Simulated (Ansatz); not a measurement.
Job for Ansatz (a first-principles code): R-BHLYP/def2-TZVPP on BH (SMILES [BH]), 2S+1 = 1, a spin state set in the input, which need not be the lowest, at the other state's geometry.

Ansatz 0.2 input:
```yaml
crystal:
  periodic: [false, false, false]
  atoms:
    - {symbol: B, position_ang: [-0.00000000, -0.00000000, -0.19866434]}
    - {symbol: H, position_ang: [0.00000000, 0.00000000, 0.99332168]}
basis:
  gaussian:
    orbitals: def2-TZVPP
hamiltonian:
  xc: {name: BHLYP}
```

The head of its log:

```
WARN ansatz: RAYON_NUM_THREADS=2 ignored (pool sized by the plan → 2); use --threads N
Functional definition: BHLYP
integrals: 0.00 GiB planned
268 factors; their error is unknown
mean field: 0.07 GiB planned
mean field evaluation 1: about -687.8471 eV, gradient 5.8e0 eV
mean field evaluation 2: about -687.9910 eV, gradient 9.2e-1 eV
```

What total energy does the run end on?

-25.2833 hartree.
